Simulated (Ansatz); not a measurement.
Ansatz (a quantum-chemistry and plane-wave program) input (CCSD(T)/STO-3G):

Ansatz 0.2 input:
```yaml
crystal:
  periodic: [false, false, false]
  atoms:
    - {symbol: O, position_ang: [1.79949885, -0.48042470, 0.23946622]}
    - {symbol: B, position_ang: [0.83576647, 0.38591475, -0.07499241]}
    - {symbol: Si, position_ang: [-1.15967228, 0.12365654, -0.09746944]}
    - {symbol: H, position_ang: [2.70270157, -0.14399036, 0.18307152]}
    - {symbol: H, position_ang: [-1.66381250, -1.22397000, 0.28862063]}
    - {symbol: H, position_ang: [-1.63008125, 0.42426172, -1.47208143]}
    - {symbol: H, position_ang: [-1.74821911, 1.12633091, 0.82419370]}
basis:
  gaussian:
    orbitals: STO-3G
magnetization: {spin_polarized: true, initial_magnetization: 1}
correlation: {method: ccsd_t, electrons: outside_noble_gas}
```

End of the output:

```
determinant -10506.40142701 eV, -386.1031309480 hartree, with singles and doubles -10510.38198819 eV, -386.2494138730 hartree
determinant -10503.79070120 eV, -386.0071885439 hartree, with singles and doubles -10507.73496119 eV, -386.1521374253 hartree
7 core orbitals not correlated
reference -10506.40142701 eV, -386.1031309480 hartree; 9, 8 occupied and 7, 8 virtual orbitals, 284 factors
second order -2.98270053 eV of doubles, -0.00000000 eV of singles
coupled cluster: 0.09 GiB planned
cycle   1  -3.98085072 eV  change   -2.9e-4 eV  update   9.5e-4
cycle   2  -3.98101088 eV  change   -1.6e-4 eV  update   6.6e-4
cycle   3  -3.98125897 eV  change   -2.5e-4 eV  update   3.1e-4
cycle   4  -3.98134411 eV  change   -8.5e-5 eV  update   8.2e-5
cycle   5  -3.98146098 eV  change   -1.2e-4 eV  update   2.8e-5
cycle   6  -3.98150402 eV  change   -4.3e-5 eV  update   7.9e-6
cycle   7  -3.98150684 eV  change   -2.8e-6 eV  update   2.8e-6
perturbative correction -0.11588644 eV, -0.0042587481 hartree
Total energy: -10510.49882029 eV, -386.2537073736 hartree
```

It need not be the lowest isomer of its formula.
